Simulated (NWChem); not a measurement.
Species: SiH$_{3}$TeCl; SMILES [SiH3][Te]Cl

Program: NWChem. def2 effective core potentials on Te; no spin-orbit coupling. Each level has its own optimisation; frequencies are unscaled.

```json
[
 {"level": "B3LYP/3-21G (all-electron, non-relativistic)", "r Cl–Te (Å)": "2.531", "r Si–Te (Å)": "2.629", "highest harmonic frequency (cm⁻¹)": "2245", "lowest (cm⁻¹)": "82", "zero-point energy (kcal/mol)": "16.0"},
 {"level": "Hartree-Fock/STO-3G (all-electron, non-relativistic)", "r Cl–Te (Å)": "2.385", "r Si–Te (Å)": "2.506", "highest harmonic frequency (cm⁻¹)": "[?]", "lowest (cm⁻¹)": "[?]", "zero-point energy (kcal/mol)": "[?]"},
 {"level": "PBE0/def2-SVP (core potentials)", "r Cl–Te (Å)": "2.389", "r Si–Te (Å)": "2.508", "highest harmonic frequency (cm⁻¹)": "2264", "lowest (cm⁻¹)": "90", "zero-point energy (kcal/mol)": "16.4"}
]
```

Problem. Fill in the missing entries.

Solution. 
- Hartree-Fock/STO-3G (all-electron, non-relativistic), highest harmonic frequency (cm⁻¹): 2926
- Hartree-Fock/STO-3G (all-electron, non-relativistic), lowest (cm⁻¹): 69
- Hartree-Fock/STO-3G (all-electron, non-relativistic), zero-point energy (kcal/mol): 21.1
